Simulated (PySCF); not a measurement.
# K: electron affinity

K⁻ [Ar] 4s2 (1S) → K [Ar] 4s1 (2S), as a difference of total energies. Calculation: PySCF 2.14, in aug-cc-pwCVTZ-X2C; scalar relativity by spin-free X2C-1e. Correlated levels: valence: [Ar] frozen; valence and next inner shell: [Ne] frozen; nothing frozen. The calculations carry no spin-orbit coupling.

Order these methods by the electron affinity they give, lowest first.
A. TPSSh
B. MP2 (valence)
C. SCS-MP2 (valence and next inner shell)
D. wB97X

B (0.298 eV), C (0.404 eV), A (0.522 eV), D (0.601 eV).

Errors of the correlated levels include the incompleteness of this basis and the frozen core.

A negative affinity means that the anion lies above the atom at that level of theory.

In the anion the highest occupied orbital energy is positive at LDA, PBE, PBE0, r2SCAN, B3LYP, TPSSh, a self-interaction effect; the basis confines that electron, and the energy difference can still be sensible.

For comparison: 0.501 eV (measured; photodetachment measurements, as compiled on the Wikipedia data page of electron affinities).
